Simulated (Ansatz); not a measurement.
Species: H₂BO, charge 0, doublet. H2BO (SMILES [BH]O, doublet).
B3LYP-D3(BJ)/def2-TZVP minimum from Ansatz (an electronic-structure program):
```xyz
4

B     -0.4730    -0.6229     0.1195
H     -1.3395    -0.8031    -0.6929
O      0.4179     0.3657     0.0926
H      0.3614     0.9919    -0.6451
```
Charge 0, spin multiplicity 2.

Total energies in aug-cc-pVDZ, 11 correlated electrons, 2 frozen orbitals. Radicals and triplets start from unrestricted determinants; spin-orbit coupling is neglected. Correlated methods leave the cores frozen. No relativity.

| method | program | energy (Eh) | minus CCSDT(Q) (mEh) |
|---|---|---|---|
| HF | Ansatz | -100.69987 | 292.61 |
| MP2 | Ansatz | -100.96697 | 25.51 |
| CCSD | Ansatz | -100.98335 | 9.13 |
| CCSD(T) | Ansatz | -100.99128 | 1.20 |
| CCSDT(Q) | Ansatz | -100.99248 | 0.00 |

Rough core times of Ansatz's runs on a shared machine: CCSD(T) under 20 s, CCSDT(Q) 2 min.
